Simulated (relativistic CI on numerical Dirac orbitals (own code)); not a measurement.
## Energy levels of La LV

Computed by Dirac-Coulomb-Breit CI, orbitals from a KLI potential per configuration, model QED, unscaled Slater integrals (own radial code, finite nucleus).

Configurations in the expansion (outside the closed core 1s2): 2s, 2p, 3s, 3p, 3d, 4s, 4p, 4d, 4f, 5s, 5p, 5d, 5f, 5g. Levels of other configurations are missing.

The lowest level is 2s 2S_1/2, with 100 % of that term; Hund's rules for 2s give 2S with J = 1/2, in agreement.

| No. | Configuration | Term | J | E (Ry) | % | Lifetime (s) | jj configuration (%) |
| --- | --- | --- | --- | --- | --- | --- | --- |
| 1 | 2s | 2S | 1/2 | 0.000 | 100 |  | 2s (100) |
| 2 | 2p | 2P° | 1/2 | 9.521 | 100 | 1.70e-10 | 2p1/2 (100) |
| 3 | 2p | 2P° | 3/2 | 44.175 | 100 | 1.56e-12 | 2p3/2 (100) |
| 4 | 3s | 2S | 1/2 | 456.420 | 100 | 1.14e-14 | 3s (100) |
| 5 | 3p | 2P° | 1/2 | 459.036 | 100 | 4.33e-15 | 3p1/2 (100) |
| 6 | 3p | 2P° | 3/2 | 469.339 | 100 | 5.22e-15 | 3p3/2 (100) |
| 7 | 3d | 2D | 3/2 | 470.132 | 100 | 1.58e-15 | 3d3/2 (100) |
| 8 | 3d | 2D | 5/2 | 473.232 | 100 | 1.69e-15 | 3d5/2 (100) |
| 9 | 4s | 2S | 1/2 | 613.645 | 100 | 1.68e-14 | 4s (100) |
| 10 | 4p | 2P° | 1/2 | 614.714 | 100 | 7.42e-15 | 4p1/2 (100) |
| 11 | 4p | 2P° | 3/2 | 619.044 | 100 | 8.66e-15 | 4p3/2 (100) |
| 12 | 4d | 2D | 3/2 | 619.376 | 100 | 3.65e-15 | 4d3/2 (100) |
| 13 | 4d | 2D | 5/2 | 620.688 | 100 | 3.91e-15 | 4d5/2 (100) |
| 14 | 4f | 2F° | 5/2 | 620.704 | 100 | 7.67e-15 | 4f5/2 (100) |
| 15 | 4f | 2F° | 7/2 | 621.348 | 100 | 7.82e-15 | 4f7/2 (100) |
| 16 | 5s | 2S | 1/2 | 685.570 | 100 | 2.64e-14 | 5s (100) |
| 17 | 5p | 2P° | 1/2 | 686.108 | 100 | 1.26e-14 | 5p1/2 (100) |
| 18 | 5p | 2P° | 3/2 | 688.315 | 100 | 1.45e-14 | 5p3/2 (100) |
| 19 | 5d | 2D | 3/2 | 688.485 | 100 | 6.98e-15 | 5d3/2 (100) |
| 20 | 5d | 2D | 5/2 | 689.157 | 100 | 7.50e-15 | 5d5/2 (100) |
| 21 | 5f | 2F° | 5/2 | 689.166 | 100 | 1.47e-14 | 5f5/2 (100) |
| 22 | 5g | 2G | 7/2 | 689.496 | 100 | 2.52e-14 | 5g7/2 (100) |
| 23 | 5f | 2F° | 7/2 | 689.497 | 100 | 1.51e-14 | 5f7/2 (100) |
| 24 | 5g | 2G | 9/2 | 689.693 | 100 | 2.55e-14 | 5g9/2 (100) |

Energies count from the lowest computed level; ° marks odd parity; lifetimes are radiative, by E1, M1, E2, M2 decay to levels of this space only. Filled j subshells are mostly left out of the jj labels.

The mean weight of the leading LS term, summed over parents, in these 24 levels is 100 %, and that of the leading jj configuration (from the same eigenvectors) 100 %.

At this charge energies of transitions that change n are usually good to better than 1 %, and those within a shell (Δn = 0) to a few per cent.
